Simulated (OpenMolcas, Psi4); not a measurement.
# How methods differ on C2H7NSi (SMILES C=NC[SiH3])

The species is C2H7NSi (11 atoms), meant as a singlet with charge 0. As SMILES, `C=NC[SiH3]`. The coordinates come from a PBE0-D4/def2-TZVP relaxation. This is one conformer, not always the lowest.

```xyz
11

C    -0.6394    1.8693    0.3639
N    -0.9986    0.7131    0.0180
C    -0.2990   -0.4170    0.5626
Si    0.7063   -1.2574   -0.8027
H    -1.1459    2.7335   -0.0632
H     0.1669    2.0590    1.0866
H    -1.0299   -1.1514    0.9179
H     0.3652   -0.1617    1.4045
H     1.7296   -0.3113   -1.3199
H    -0.1798   -1.6830   -1.9145
H     1.3899   -2.4501   -0.2324
```

Each level gives the energy change with the Si4–H10 bond stretched from 1.484 to 1.707 Å (eV). The values are calculated.

| level | kind | program | value (eV) | CPU time (all runs) |
| --- | --- | --- | --- | --- |
| HF/cc-pVDZ (unrestricted) | Hartree–Fock | OpenMolcas | 0.35 | 23 s |
| PBE/cc-pVDZ (restricted) | GGA | OpenMolcas | 0.25 | 99 s |
| M06-L/cc-pVDZ (restricted) | meta-GGA | OpenMolcas | 0.32 | 2.1 min |
| r2SCAN/cc-pVDZ (restricted) | meta-GGA | OpenMolcas | 0.29 | 2.1 min |
| B3LYP/cc-pVDZ (restricted) | global hybrid | OpenMolcas | 0.30 | 90 s |
| M06-2X/cc-pVDZ (restricted) | hybrid meta-GGA | OpenMolcas | 0.33 | 2 min |
| TPSSh/cc-pVDZ (restricted) | hybrid meta-GGA | Psi4 | 0.31 | 2.1 min |
| HSE06/cc-pVDZ (restricted) | range-separated hybrid | Psi4 | 0.29 | 2 min |

The first shape isn't each level's own minimum. The values span 0.25 to 0.35 eV. Times are those of the runs behind each value, whatever else they computed, on shared processors of several kinds: orders of magnitude only.
